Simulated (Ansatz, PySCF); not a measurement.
System: sum formula Si₂NH₅F, charge 0, multiplicity 2. It need not be the lowest isomer of its formula. 
Geometry from a B3LYP-D3(BJ)/def2-TZVP (Ansatz, a program for electronic structure) optimisation:
```
N
Si 1 1.6940
F 2 1.6062 1 115.45
Si 1 1.7197 2 146.66 3 4.81
H 2 1.4774 3 106.86 1 119.27
H 2 1.4774 5 113.31 3 -117.38
H 4 1.4799 1 109.99 2 -152.38
H 4 1.4823 7 109.33 1 -125.96
H 4 1.4870 7 109.53 8 -119.75
```
Charge 0, spin multiplicity 2.

Quantity: atomisation energy (electronic, to ground-state atoms), in eV. Cores are frozen in the correlated levels unless marked. UHF or UKS for open shells. No spin-orbit coupling. Non-relativistic unless marked X2C. The coupled-cluster limit lacks core correlation, which all-electron functionals hold. CBS(X,Y): correlation extrapolated as X^-3; Hartree-Fock from the larger set. The bracket is a focal-point correction in the basis named.

```
level                                                                             program  atomisation energy (eV)
-------------------------------------------------------------------------  --------------  -----------------------
HF-D4/def2-TZVPD                                                            PySCF + dftd4                    22.67
BLYP-D3(BJ)/def2-TZVPD                                                     Ansatz + dftd3                    29.86
BLYP-D4/def2-TZVPD                                                         Ansatz + dftd4                    29.87
r2SCAN-D4/def2-TZVPD                                                       Ansatz + dftd4                    29.84
B97M-V/def2-TZVPD                                                                  Ansatz                    29.96
CAM-B3LYP-D3(BJ)/def2-TZVPD                                                Ansatz + dftd3                    30.11
LC-wPBE-D4/def2-TZVPD                                                      Ansatz + dftd4                    29.69
B2PLYP-D3(BJ)/def2-TZVPD                                                   Ansatz + dftd3                    29.55
MP2/aug-cc-pV(D+d)Z                                                                Ansatz                    27.44
RI-MP2/aug-cc-pV(Q+d)Z                                                             Ansatz                    29.72
RI-MP2/CBS(cc-pV(T+d)Z,cc-pV(Q+d)Z)                                                Ansatz                    29.99
X2C-CCSD(T)/cc-pVTZ-DK                                                             Ansatz                    28.49
RI-MP2/CBS(aug-cc-pV(T+d)Z,aug-cc-pV(Q+d)Z)+[CCSD(T)-MP2]/aug-cc-pV(D+d)Z          Ansatz                    29.86
RI-MP2/CBS(cc-pV(T+d)Z,cc-pV(Q+d)Z)+[CCSD(T)-MP2]/cc-pV(D+d)Z                      Ansatz                    29.86
RI-MP2/CBS(cc-pV(T+d)Z,cc-pV(Q+d)Z)+[CCSD(T)-MP2]/cc-pV(T+d)Z                      Ansatz                    29.87
```
